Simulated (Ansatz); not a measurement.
Problem. Name a neutral molecule of B, C, F, N, Si and H with size of the dipole moment (ωB97M-V/def2-TZVPP) between 0.95 and 1.25 D and LUMO energy (PBE/def2-TZVPP) between -2.60 and -2.30 eV (Ansatz, PBE0-D4/def2-TZVP geometry).

Solution. `NC[SiH2]BF` (1.22 D, -2.57 eV). Other molecules can fit too; these were computed, each in one conformer that needn't be the lowest.
